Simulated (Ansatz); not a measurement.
Consider the redistribution: `[F][Mg][F]` + `CO[SiH]([SiH3])S` → `C[O][Mg][F]` + `F[SiH]([SiH3])S`.

Program: Ansatz. Geometries: PBE0-D4/def2-TZVP. ΔE: electronic, gas phase. CBS: MP2 limit from def2 TZ/QZ plus the TZ coupled-cluster correction, frozen cores. DFT in def2-TZVPP. B3LYP here is the variant with VWN-RPA as its local correlation; programs differ in this. For Mg outer-core shells are correlated without core-valence functions, which leaves a few kJ/mol of doubt a bond. One conformer a species, not always the lowest.

Question: Is it downhill or uphill in electronic energy at CCSD(T)/CBS, and by how much? (Best estimate.)

Answer: The calculation gave: Uphill: ΔE = +6.2 kcal/mol.

Question: What do these levels give: r2SCAN0-D4, r2SCAN, B3LYP, r2SCANh, CCSD(T)/def2-SVP, CCSD/def2-TZVPP? (Best estimate.)

Answer: Computed: r2SCAN0-D4 6.0, r2SCAN 5.6, B3LYP 4.8, r2SCANh 5.5, CCSD(T)/def2-SVP 6.8, CCSD/def2-TZVPP 5.9 kcal/mol.

Question: What do rigid-rotor, harmonic-oscillator terms from PBE0-D4/def2-TZVP frequencies (298.15 K, 1 bar) make of the CCSD(T)/CBS value? (Estimate.)

Answer: The calculation gave: ΔZPE = -0.4 kcal/mol, ΔH = +5.8 kcal/mol, ΔS = 16 J/(mol·K), ΔG = +4.7 kcal/mol.

Largest T1 diagnostic among the species: 0.013.

Leaving LDA and LC-ωPBE aside and taking each functional with its dispersion term where it has one, the values, not all of them listed here, spread over 2.5 kcal/mol, from B2PLYP to revPBE-D4. The D4 term adds +1.8 kcal/mol with B3LYP and +1.1 kcal/mol with PBE0; it sums over pairs of atoms, weighted by their polarisabilities, and B3LYP, whose exchange is more repulsive, gets the larger term. In def2-TZVPP, CCSD(T) changes the Hartree–Fock value by +2.2 kcal/mol (the triples alone add +0.5 kcal/mol) and MP2 by +2.7 kcal/mol.
